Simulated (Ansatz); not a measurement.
Si(OSiH3)(Me)(Cl)2 (CH6Cl2OSi2), SMILES C[Si](Cl)(Cl)O[SiH3].

Coordinates come from a B3LYP-D3(BJ)/def2-SVP optimisation. Other conformers were not sampled.

Two levels are set side by side: PBE/def2-SVPD (Ansatz, a first-principles code) and ωB97X-V/def2-SVPD (Ansatz). Energy differences of separate SCF runs at the same geometry; the states with an electron removed or added have multiplicity 2 and 2. Differences are taken from unrounded values.

```csv
quantity,ωB97X-V,PBE,PBE minus ωB97X-V
vertical ionisation energy (eV),11.43,10.15,-1.28
vertical singlet–triplet gap (eV),8.28,6.48,-1.80
```
